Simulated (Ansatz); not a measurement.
`[ZnH][O][SiH2]Br` + `F[SiH3]` → `[SiH3]Br` + `F[SiH2][O][ZnH]` at 700 K and 1 bar (redistribution).

Calculated with Ansatz (gas phase, PBE0-D4/def2-TZVP geometries, no zero-point term in ΔE). CCSD(T)/CBS adds triple-zeta CCSD(T) − MP2 to the extrapolated MP2 energy (def2 sets, frozen cores). This one scheme is used for every species. For Br, Zn outer-core shells are correlated without core-valence functions, which leaves a few kJ/mol of doubt a bond. Scalar relativity is left out up to krypton. Each species was taken in one conformer, which may not be the lowest.

| species | CCSD(T)/CBS energy (Eh) | H − E (kJ/mol) | S (J/(mol·K)) |
| --- | --- | --- | --- |
| `[ZnH][O][SiH2]Br` | -4717.86743 | 141.9 | 455.9 |
| `F[SiH3]` | -390.72345 | 108.4 | 291.4 |
| `[SiH3]Br` | -2864.23411 | 106.5 | 319.2 |
| `F[SiH2][O][ZnH]` | -2244.35972 | 143.8 | 432.2 |

H − E and S are ideal-gas, rigid-rotor, harmonic terms from PBE0-D4/def2-TZVP, for one conformer and one mirror image of each species. 1 Eh = 2625.50 kJ/mol, R = 8.31446 J/(mol·K).

Task: By hand: ΔE, ΔH, ΔS and ΔG.

Result: ΔE = (-2864.23411) + (-2244.35972) − (-4717.86743) − (-390.72345) = -0.00295 Eh = -7.7 kJ/mol. Δ(H − E) = 106.5 + 143.8 − 141.9 − 108.4 = 0.0, so ΔH = -7.7 kJ/mol. ΔS = 319.2 + 432.2 − 455.9 − 291.4 = 4.1 J/(mol·K). ΔG = -7.7 − 700 × (4.1)/1000 = -10.6 kJ/mol.

Task: By hand: the equilibrium constant, and the temperature at which ΔG would vanish if ΔH and ΔS stayed fixed.

Result: log₁₀ K = −ΔG/(RT ln 10) = 0.8. ΔH and −TΔS have one sign here, so there is no such temperature.

TΔS isn't small against ΔH here. A doubt of 5 kJ/mol in ΔE shifts log₁₀ K by 0.4 here. Other conformers and mirror images would add mixing entropy, several J/(mol·K) or more a flexible species. Modes under 60 cm⁻¹, often nearly free rotors, make the harmonic entropy too high. These are equilibria of isolated gas molecules and say nothing of rates. Largest T1 diagnostic: 0.015 (customary marks: 0.02 for closed shells, 0.045 for open ones).

ΔS is within the doubt of such terms, so its sign, and with it that verdict, could turn.
